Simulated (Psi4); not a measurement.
F3OTa, charge +1, doublet, geometry from GFN2-xTB (such geometries of metal compounds can be far from the true shape) (the multiplicity is a formal guess) (core potentials on Ta); Psi4 with HF/def2-SVP.

Psi4 was given this input:
```
memory 2 GB

molecule mol {
1 2
Ta    0.011017    0.005905   -0.012709
O     1.121397    0.601125   -1.293631
F     0.944640   -0.941551    1.203040
F    -1.251577   -1.047486   -0.749998
F    -0.779216    1.406804    0.799933
}

set {
  basis def2-svp
  reference uhf
}

energy('scf')
print_variables()
```

What the program printed (banner, timings and long lists left out):

```
   => Loading Basis Set <=

    Name: DEF2-SVP
    Role: ORBITAL
    Keyword: BASIS

    !!!  WARNING: ECP capability is in beta. Please check occupations closely.  !!!

         ---------------------------------------------------------
                                   SCF
               by Justin Turney, Rob Parrish, Andy Simmonett
                          and Daniel G. A. Smith
                              UHF Reference
         ---------------------------------------------------------

  ==> Geometry <==

    Molecular point group: c1
    Full point group: C1

    Geometry (in Angstrom), charge = 1, multiplicity = 2:

       Center              X                  Y                   Z               Mass
    ------------   -----------------  -----------------  -----------------  -----------------
         TA           0.013793342722     0.007393773339    -0.015911901283   180.947995800000
         O            1.124173342722     0.602613773339    -1.296833901283    15.994914619570
         F            0.947416342722    -0.940062226661     1.199837098717    18.998403162730
         F           -1.248800657278    -1.045997226661    -0.753200901283    18.998403162730
         F           -0.776439657278     1.408292773339     0.796730098717    18.998403162730

  Running in c1 symmetry.

  Rotational constants: A =      0.10916  B =      0.10916  C =      0.10259 [cm^-1]
  Rotational constants: A =   3272.51330  B =   3272.51225  C =   3075.64916 [MHz]
  Nuclear repulsion =  216.304851915558402

  Charge       = 1
  Multiplicity = 2
  Electrons    = 47
  Nalpha       = 24
  Nbeta        = 23

  ==> Algorithm <==

  SCF Algorithm Type is DF.
  DIIS enabled.
  MOM disabled.
  Fractional occupation disabled.
  Guess Type is SAD.
  Energy threshold   = 1.00e-06
  Density threshold  = 1.00e-06
  Integral threshold = 1.00e-12

  ==> Primary Basis <==

  Basis Set: DEF2-SVP
    Blend: DEF2-SVP
    Number of shells: 36
    Number of basis functions: 88
    Number of Cartesian functions: 97
    Spherical Harmonics?: true
    Max angular momentum: 3

  Core potential: DEF2-SVP
    Number of shells: 4
    Number of ECP primitives: 10
    Number of ECP core electrons: 60
    Max angular momentum: 3

   => Loading Basis Set <=

    Name: (DEF2-SVP AUX)
    Role: JKFIT
    Keyword: DF_BASIS_SCF

  ==> Integral Setup <==

  SCF_SUBTYPE=INCORE selected. In-core MEM_DF algorithm will be used.
  Using in-core AOs.

  ==> MemDFJK: Density-Fitted J/K Matrices <==

    J tasked:                   Yes
    K tasked:                   Yes
    wK tasked:                   No
    Algorithm:                 Core
    Schwarz Cutoff:           1E-12
    Mask sparsity (%):       2.9184
    Fitting Condition:        1E-10

   => Auxiliary Basis Set <=

  Basis Set: (DEF2-SVP AUX)
    Blend: DEF2-UNIVERSAL-JKFIT
    Number of shells: 145
    Number of basis functions: 535
    Number of Cartesian functions: 713
    Spherical Harmonics?: true
    Max angular momentum: 6

  Minimum eigenvalue in the overlap matrix is 1.1337403431E-02.
  Reciprocal condition number of the overlap matrix is 2.8996526369E-03.
    Using symmetric orthogonalization.

  ==> Pre-Iterations <==

  SCF Guess: Superposition of Atomic Densities via on-the-fly atomic UHF (no occupation information).

   -------------------------
    Irrep   Nso     Nmo
   -------------------------
     A         88      88
   -------------------------
    Total      88      88
   -------------------------

  ==> Iterations <==

                           Total Energy        Delta E     RMS |[F,P]|

   @DF-UHF iter SAD:  -427.79853452926170   -4.27799e+02   0.00000e+00
   @DF-UHF iter   1:  -428.77359654969086   -9.75062e-01   9.38681e-03 DIIS/ADIIS
   @DF-UHF iter   2:  -428.89635668750151   -1.22760e-01   8.33451e-03 DIIS/ADIIS
   @DF-UHF iter   3:  -429.09145237419409   -1.95096e-01   8.50307e-04 DIIS/ADIIS
   @DF-UHF iter   4:  -429.09540907996336   -3.95671e-03   2.53966e-04 DIIS/ADIIS
   @DF-UHF iter   5:  -429.09601869348614   -6.09614e-04   1.36305e-04 DIIS/ADIIS
   @DF-UHF iter   6:  -429.09623776572050   -2.19072e-04   8.30748e-05 DIIS
   @DF-UHF iter   7:  -429.09637800383234   -1.40238e-04   5.87355e-05 DIIS
   @DF-UHF iter   8:  -429.09649742984573   -1.19426e-04   5.33654e-05 DIIS
   @DF-UHF iter   9:  -429.09656652561927   -6.90958e-05   5.41163e-05 DIIS
   @DF-UHF iter  10:  -429.09651230993370    5.42157e-05   5.29414e-05 DIIS
   @DF-UHF iter  11:  -429.09620539585967    3.06914e-04   4.36705e-05 DIIS
   @DF-UHF iter  12:  -429.09586747167771    3.37924e-04   3.28756e-05 DIIS
   @DF-UHF iter  13:  -429.09584504776376    2.24239e-05   2.09203e-05 DIIS
   @DF-UHF iter  14:  -429.09578796294534    5.70848e-05   2.12695e-05 DIIS
   @DF-UHF iter  15:  -429.09578921144282   -1.24850e-06   5.66972e-06 DIIS
   @DF-UHF iter  16:  -429.09578971222959   -5.00787e-07   4.33185e-06 DIIS
   @DF-UHF iter  17:  -429.09578980850222   -9.62726e-08   9.88991e-07 DIIS
  Energy and wave function converged.

  ==> Post-Iterations <==

   @Spin Contamination Metric:   1.412990099E-02
   @S^2 Expected:                7.500000000E-01
   @S^2 Observed:                7.641299010E-01
   @S   Expected:                5.000000000E-01
   @S   Observed:                5.000000000E-01

    Orbital Energies [Eh]
    ---------------------

    Alpha Occupied:

[...]
    Alpha Virtual:

[...]
      88A    642.672510

    Beta Occupied:

[...]
    Beta Virtual:

[...]
    Final Occupation by Irrep:
              A
    DOCC [    23 ]
    SOCC [     1 ]
    NA   [    24 ]
    NB   [    23 ]

  @DF-UHF Final Energy:  -429.09578980850222

   => Energetics <=

    Nuclear Repulsion Energy =            216.3048519155584017
    One-Electron Energy =               -1033.1742865701612573
    Two-Electron Energy =                 387.7736448461006376
    Total Energy =                       -429.0957898085022180

  UHF NO Occupations:
  HONO-2 :   22  A 1.9973650
  HONO-1 :   23  A 1.9973535
  HONO-0 :   24  A 1.0000000
  LUNO+0 :   25  A 0.0026465
  LUNO+1 :   26  A 0.0026350
  LUNO+2 :   27  A 0.0015593
  LUNO+3 :   28  A 0.0002077

Computation Completed

Properties will be evaluated at   0.000000,   0.000000,   0.000000 [a0]

Properties computed using the SCF density matrix

 Multipole Moments:

 ------------------------------------------------------------------------------------
     Multipole            Electronic (a.u.)      Nuclear  (a.u.)        Total (a.u.)
 ------------------------------------------------------------------------------------

 L = 1.  Multiply by 2.5417464519 to convert [e a0] to [Debye]
 Dipole X            :          1.2863789           -0.9972379            0.2891410
 Dipole Y            :          0.6895220           -0.5345485            0.1549735
 Dipole Z            :         -1.4837840            1.1504100           -0.3333740
 Magnitude           :                                                    0.4677153

 ------------------------------------------------------------------------------------

  Variable Map:
  ----------------------------------------------------------------------------
[...]
  Array Variable Map:
  ----------------------------------------------------------------------------
[...]
[...]
```
